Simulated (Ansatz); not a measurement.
Program: Ansatz. Geometries: PBE0-D4/def2-TZVP. ΔE: electronic, gas phase. CCSD(T)/CBS is the MP2 limit (def2-TZVPP, def2-QZVPP) plus CCSD(T) − MP2 in def2-TZVPP, frozen cores. This one scheme is used for every species. Functionals use def2-TZVPP. B3LYP here is the variant with VWN-RPA as its local correlation; programs differ in this. Elements past krypton have def2 core potentials. For Sn outer-core shells are correlated without core-valence functions, which leaves a few kJ/mol of doubt a bond. One conformer a species, not always the lowest.

Reaction (substitution at a C–O bond): `FC(F)(F)[O][SnH3]` + `O[SiH](Cl)Cl` → `FC(F)(F)O[SiH](Cl)Cl` + `[OH][SnH3]`

```json
{"level": "PBE-D4", "ΔE (kJ/mol)": "46.8", "difference from CCSD(T)/CBS": "-0.1"}
{"level": "r2SCAN-D4", "ΔE (kJ/mol)": "48.2", "difference from CCSD(T)/CBS": "1.3"}
{"level": "PBE0-D4", "ΔE (kJ/mol)": "47.2", "difference from CCSD(T)/CBS": "0.3"}
{"level": "B3LYP-D4", "ΔE (kJ/mol)": "47.6", "difference from CCSD(T)/CBS": "0.7"}
{"level": "ωB97X-V", "ΔE (kJ/mol)": "48.1", "difference from CCSD(T)/CBS": "1.2"}
{"level": "ωB97M-V", "ΔE (kJ/mol)": "48.3", "difference from CCSD(T)/CBS": "1.4"}
{"level": "B2PLYP", "ΔE (kJ/mol)": "48.5", "difference from CCSD(T)/CBS": "1.6"}
{"level": "PBE", "ΔE (kJ/mol)": "48.4", "difference from CCSD(T)/CBS": "1.5"}
{"level": "r2SCAN", "ΔE (kJ/mol)": "49.0", "difference from CCSD(T)/CBS": "2.1"}
{"level": "PBE0", "ΔE (kJ/mol)": "48.8", "difference from CCSD(T)/CBS": "1.9"}
{"level": "B3LYP", "ΔE (kJ/mol)": "49.9", "difference from CCSD(T)/CBS": "3.0"}
{"level": "HF/def2-TZVPP", "ΔE (kJ/mol)": "50.6", "difference from CCSD(T)/CBS": "3.7"}
{"level": "MP2/def2-TZVPP", "ΔE (kJ/mol)": "46.7", "difference from CCSD(T)/CBS": "-0.2"}
{"level": "SCS-MP2/def2-TZVPP", "ΔE (kJ/mol)": "46.5", "difference from CCSD(T)/CBS": "-0.4"}
{"level": "CCSD/def2-TZVPP", "ΔE (kJ/mol)": "46.9", "difference from CCSD(T)/CBS": "0.0"}
{"level": "CCSD(T)/def2-TZVPP", "ΔE (kJ/mol)": "46.3", "difference from CCSD(T)/CBS": "-0.6"}
{"level": "HF/def2-QZVPP", "ΔE (kJ/mol)": "50.2", "difference from CCSD(T)/CBS": "3.3"}
{"level": "MP2/def2-QZVPP", "ΔE (kJ/mol)": "46.9", "difference from CCSD(T)/CBS": "0.0"}
{"level": "SCS-MP2/def2-QZVPP", "ΔE (kJ/mol)": "46.8", "difference from CCSD(T)/CBS": "-0.1"}
{"level": "HF/CBS(def2)", "ΔE (kJ/mol)": "50.2", "difference from CCSD(T)/CBS": "3.3"}
{"level": "MP2/CBS(def2)", "ΔE (kJ/mol)": "47.3", "difference from CCSD(T)/CBS": "0.4"}
{"level": "CCSD/CBS(def2)", "ΔE (kJ/mol)": "47.4", "difference from CCSD(T)/CBS": "0.5"}
{"level": "CCSD(T)/CBS", "ΔE (kJ/mol)": "46.9", "difference from CCSD(T)/CBS": "0"}
```

Largest T1 diagnostic among the species: 0.014.

In def2-TZVPP, CCSD(T) changes the Hartree–Fock value by −4.3 kJ/mol (the triples alone add −0.6 kJ/mol) and MP2 by −3.9 kJ/mol.
